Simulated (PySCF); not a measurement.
**Multinuclear NMR of C6H9ClSi**

Mapped SMILES: `[CH2:1]=[CH:2]/[CH:3]=[C:4](/[CH:5]=[CH2:6])[SiH2:7][Cl:8]`; H(Xn) means a hydrogen on atom n. Ha(C1) is cis to C3; Ha(C6) is cis to C4; Hb(C1) is trans to C3; Hb(C6) is trans to C4.

PySCF 2.14.0 with density-fitted response routines calculation with geometry from GFN2-xTB and σ from GIAO-PBE0/pcSseg-1; one conformer, in vacuum, fast rotation and ring inversion assumed for equivalent nuclei, no relativistic terms.

Q: Predict the $^{29}$Si NMR data.

A: 
```csv
atoms,environment,σ (ppm),δ (ppm)
Si7,"silicon bonded to C, Cl, 2 H",382.4,-34.4
```

Shieldings were converted by a linear fit to measured shifts: $^{29}$Si: δ = 279.94 − 0.822σ (rms 8.9 ppm, 72 shifts, 25.8 ppm with the 6 outliers that the fit left out vs TMS, solution or neat liquid). A few per cent of atoms miss by over 2 rms, more outside the fitted compound classes.

On a 600 MHz spectrometer $^{29}$Si resonates near 119.2 MHz, so 1 ppm is 119.2 Hz.
